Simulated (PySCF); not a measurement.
H$_{3}$P, triplet (typed; the unrestricted solution is spin-contaminated), geometry from GFN2-xTB (a higher spin typed on purpose: for a closed-shell molecule this is an excited state), with bond 3-1 at 1.6 times its length; PySCF with M062X/def2-SVP.

The PySCF input:
```python
from pyscf import gto, scf, dft

mol = gto.Mole()
mol.atom = '''
    P    -0.07861749    0.00883529    0.01794305
    H     0.12409487    1.50239459    0.00732037
    H     2.07350453   -0.23302721   -0.47324058
    H    -0.21129129   -1.49259517    0.01258066
'''
mol.basis = 'def2-svp'
mol.spin = 2
mol.verbose = 4
mol.build()

mf = dft.UKS(mol)
mf.xc = 'm062x'
mf.level_shift = 1.0
mf.max_cycle = 100
mf.kernel()
mf.analyze()
```

The log (banner, timings and long lists left out):

```
PySCF version 2.14.0

[INPUT] verbose = 4
[INPUT] num. atoms = 4
[INPUT] num. electrons = 18
[INPUT] charge = 0
[INPUT] spin (= nelec alpha-beta = 2S) = 2
[INPUT] symmetry False subgroup None
[INPUT] Mole.unit = angstrom
[INPUT] Symbol           X                Y                Z      unit          X                Y                Z       unit  Magmom
[...]
nuclear repulsion = 14.6811840641058
number of shells = 17
number of NR pGTOs = 57
number of NR cGTOs = 33
basis = def2-svp
ecp = {}

******** <class 'pyscf.dft.uks.UKS'> ********
method = UKS
initial guess = minao
damping factor = 0
level_shift factor = 1.0
DIIS = <class 'pyscf.scf.diis.CDIIS'>
diis_start_cycle = 1
diis_space = 8
diis_damp = 0
SCF conv_tol = 1e-09
SCF conv_tol_grad = None
SCF max_cycles = 100
direct_scf = True
direct_scf_tol = 1e-13
number electrons alpha = 10  beta = 8
XC library pyscf.dft.libxc version 7.1.2
    S. Lehtola, C. Steigemann, M. J. T. Oliveira, and M. A. L. Marques,  SoftwareX 7, 1–5 (2018)
XC functionals = m062x
    Y. Zhao and D. G. Truhlar,  Theor. Chem. Acc. 120, 215 (2008)
    Y. Zhao and D. G. Truhlar,  Theor. Chem. Acc. 120, 215 (2008)
radial grids:
    Treutler-Ahlrichs [JCP 102, 346 (1995); DOI:10.1063/1.469408] (M4) radial grids

becke partition: Becke, JCP 88, 2547 (1988); DOI:10.1063/1.454033
pruning grids: <function nwchem_prune>
grids dens level: 3
symmetrized grids: False
atomic radii adjust function: <function treutler_atomic_radii_adjust>
small_rho_cutoff = 0
Set gradient conv threshold to 3.16228e-05
tot grids = 48608
init E= -342.531658722973

cycle= 1 E= -342.732087567633  delta_E= -0.2  |g|= 0.199  |ddm|= 1.29
cycle= 2 E= -342.761763807563  delta_E= -0.0297  |g|= 0.089  |ddm|= 0.187
cycle= 3 E= -342.768531266604  delta_E= -0.00677  |g|= 0.0554  |ddm|= 0.0962
cycle= 4 E= -342.771787061331  delta_E= -0.00326  |g|= 0.0375  |ddm|= 0.0729
cycle= 5 E= -342.773685757628  delta_E= -0.0019  |g|= 0.0293  |ddm|= 0.0603
cycle= 6 E= -342.775251319121  delta_E= -0.00157  |g|= 0.0253  |ddm|= 0.0594
cycle= 7 E= -342.776579619366  delta_E= -0.00133  |g|= 0.0226  |ddm|= 0.0565
cycle= 8 E= -342.777875408817  delta_E= -0.0013  |g|= 0.0213  |ddm|= 0.0625
cycle= 9 E= -342.778863563407  delta_E= -0.000988  |g|= 0.0195  |ddm|= 0.0527
cycle= 10 E= -342.779841711694  delta_E= -0.000978  |g|= 0.0188  |ddm|= 0.0594
cycle= 11 E= -342.780683719763  delta_E= -0.000842  |g|= 0.0179  |ddm|= 0.0567
cycle= 12 E= -342.781406765034  delta_E= -0.000723  |g|= 0.0167  |ddm|= 0.0532
cycle= 13 E= -342.782029195518  delta_E= -0.000622  |g|= 0.0157  |ddm|= 0.0497
cycle= 14 E= -342.782569963168  delta_E= -0.000541  |g|= 0.0147  |ddm|= 0.0463
cycle= 15 E= -342.783082693861  delta_E= -0.000513  |g|= 0.0142  |ddm|= 0.0477
cycle= 16 E= -342.78349223153  delta_E= -0.00041  |g|= 0.013  |ddm|= 0.0396
cycle= 17 E= -342.783982297837  delta_E= -0.00049  |g|= 0.0145  |ddm|= 0.056
cycle= 18 E= -342.784458447448  delta_E= -0.000476  |g|= 0.0157  |ddm|= 0.0603
cycle= 19 E= -342.784860747656  delta_E= -0.000402  |g|= 0.015  |ddm|= 0.05
cycle= 20 E= -342.785220606284  delta_E= -0.00036  |g|= 0.0144  |ddm|= 0.0487
cycle= 21 E= -342.785551857127  delta_E= -0.000331  |g|= 0.0142  |ddm|= 0.0503
cycle= 22 E= -342.785834191015  delta_E= -0.000282  |g|= 0.0133  |ddm|= 0.044
cycle= 23 E= -342.786089736914  delta_E= -0.000256  |g|= 0.0128  |ddm|= 0.0463
cycle= 24 E= -342.786312121255  delta_E= -0.000222  |g|= 0.0125  |ddm|= 0.0475
cycle= 25 E= -342.786493310935  delta_E= -0.000181  |g|= 0.0115  |ddm|= 0.0402
cycle= 26 E= -342.786633310309  delta_E= -0.00014  |g|= 0.0108  |ddm|= 0.0384
cycle= 27 E= -342.786726294068  delta_E= -9.3e-05  |g|= 0.0107  |ddm|= 0.0394
cycle= 28 E= -342.786806088266  delta_E= -7.98e-05  |g|= 0.00957  |ddm|= 0.0293
cycle= 29 E= -342.786857669038  delta_E= -5.16e-05  |g|= 0.0087  |ddm|= 0.026
cycle= 30 E= -342.786911036646  delta_E= -5.34e-05  |g|= 0.00692  |ddm|= 0.0183
cycle= 31 E= -342.786961317884  delta_E= -5.03e-05  |g|= 0.00438  |ddm|= 0.011
[...]
cycle= 51 E= -342.787028766097  delta_E= -3.62e-08  |g|= 0.000124  |ddm|= 0.000372
cycle= 52 E= -342.787028802868  delta_E= -3.68e-08  |g|= 0.000115  |ddm|= 0.000399
cycle= 53 E= -342.787028830754  delta_E= -2.79e-08  |g|= 0.000104  |ddm|= 0.000336
cycle= 54 E= -342.787028862419  delta_E= -3.17e-08  |g|= 0.000104  |ddm|= 0.000426
cycle= 55 E= -342.787028887423  delta_E= -2.5e-08  |g|= 9.95e-05  |ddm|= 0.00038
cycle= 56 E= -342.78702890649  delta_E= -1.91e-08  |g|= 9.01e-05  |ddm|= 0.000316
cycle= 57 E= -342.787028923538  delta_E= -1.7e-08  |g|= 8.96e-05  |ddm|= 0.000353
cycle= 58 E= -342.787028936897  delta_E= -1.34e-08  |g|= 8.55e-05  |ddm|= 0.00032
cycle= 59 E= -342.787028947018  delta_E= -1.01e-08  |g|= 7.74e-05  |ddm|= 0.000271
cycle= 60 E= -342.787028954516  delta_E= -7.5e-09  |g|= 6.98e-05  |ddm|= 0.000238
cycle= 61 E= -342.787028960009  delta_E= -5.49e-09  |g|= 6.15e-05  |ddm|= 0.000204
cycle= 62 E= -342.787028963993  delta_E= -3.98e-09  |g|= 5.18e-05  |ddm|= 0.00016
cycle= 63 E= -342.787028966759  delta_E= -2.77e-09  |g|= 4.41e-05  |ddm|= 0.000138
cycle= 64 E= -342.787028968717  delta_E= -1.96e-09  |g|= 3.74e-05  |ddm|= 0.000116
cycle= 65 E= -342.787028970102  delta_E= -1.39e-09  |g|= 3.12e-05  |ddm|= 9.22e-05
cycle= 66 E= -342.787028971044  delta_E= -9.42e-10  |g|= 2.68e-05  |ddm|= 7.93e-05
Extra cycle  E= -342.787028973163  delta_E= -2.12e-09  |g|= 1.5e-05  |ddm|= 0.0002
converged SCF energy = -342.787028973163  <S^2> = 2.1342067  2S+1 = 3.0881753
**** SCF Summaries ****
Total Energy =                        -342.787028973163444
Nuclear Repulsion Energy =              14.681184064105796
One-electron Energy =                 -501.857995576950202
Two-electron Energy =                  144.389782539680908
Two-electron Coulomb Energy =          168.525641909053661
DFT Exchange-Correlation Energy =      -24.135859369372746
**** MO energy ****
                             alpha | beta                alpha | beta
[...]
To work with the spin densities directly, `use mulliken_meta_spin()` only printing them here.

 ** Mulliken spin pop alpha/beta on meta-lowdin orthogonal AOs **
 ** Mulliken Spin Density (per AO)  **
spin_pop of  0 P 1s        0.00002
spin_pop of  0 P 2s        0.00243
spin_pop of  0 P 3s        0.19856
spin_pop of  0 P 4s        0.01116
spin_pop of  0 P 2px       0.00004
spin_pop of  0 P 2py      -0.00000
spin_pop of  0 P 2pz       0.00008
spin_pop of  0 P 3px       0.49731
spin_pop of  0 P 3py      -0.04621
spin_pop of  0 P 3pz       0.97412
spin_pop of  0 P 4px      -0.00009
spin_pop of  0 P 4py       0.00134
spin_pop of  0 P 4pz       0.00001
spin_pop of  0 P 3dxy      0.00066
spin_pop of  0 P 3dyz     -0.00000
spin_pop of  0 P 3dz^2     0.00251
spin_pop of  0 P 3dxz     -0.00017
spin_pop of  0 P 3dx2-y2    0.01258
spin_pop of  1 H 1s        0.32486
spin_pop of  1 H 2s        0.00585
spin_pop of  1 H 2px       0.00002
spin_pop of  1 H 2py       0.00013
spin_pop of  1 H 2pz       0.00014
spin_pop of  2 H 1s       -0.31522
spin_pop of  2 H 2s       -0.00137
spin_pop of  2 H 2px       0.00024
spin_pop of  2 H 2py       0.00001
spin_pop of  2 H 2pz       0.00002
spin_pop of  3 H 1s        0.32483
spin_pop of  3 H 2s        0.00585
spin_pop of  3 H 2px       0.00008
spin_pop of  3 H 2py       0.00007
spin_pop of  3 H 2pz       0.00014
 ** Mulliken Spin Density (per atom)  **
spin density of  0 P =      1.65433
spin density of  1 H =      0.33101
spin density of  2 H =     -0.31631
spin density of  3 H =      0.33097
 ** Mulliken pop alpha/beta on meta-lowdin orthogonal AOs **
 ** Mulliken pop       alpha | beta **
[...]
In total            10.00000 | 8.00000
 ** Mulliken atomic charges   ( Nelec_alpha | Nelec_beta ) **
charge of  0P =      0.15741  (     8.24846      6.59413 )
charge of  1H =     -0.03866  (     0.68483      0.35383 )
charge of  2H =     -0.08011  (     0.38190      0.69821 )
charge of  3H =     -0.03864  (     0.68480      0.35383 )
Dipole moment(X, Y, Z, Debye): -0.74957,  0.08398,  0.17108
```
